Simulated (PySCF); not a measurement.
SnS, optimised at PBE/def2-SVP:

```xyz
2

S      0.0031    -0.8302     0.7611
Sn    -0.0031     0.8302    -0.7611
```

Method: PySCF energies (xtb for GFN2) plus ideal-gas RRHO corrections (1 bar). All species are closed-shell singlets. Sn: scalar-relativistic def2 core potential, no spin-orbit coupling.

**Question.** List the harmonic frequencies (cm⁻¹, unscaled) at this level and at the other levels, each on its own geometry.

**Answer.** 
- PBE/def2-SVP: 467
- GFN2-xTB: 509
- PBE0/def2-TZVP: 504
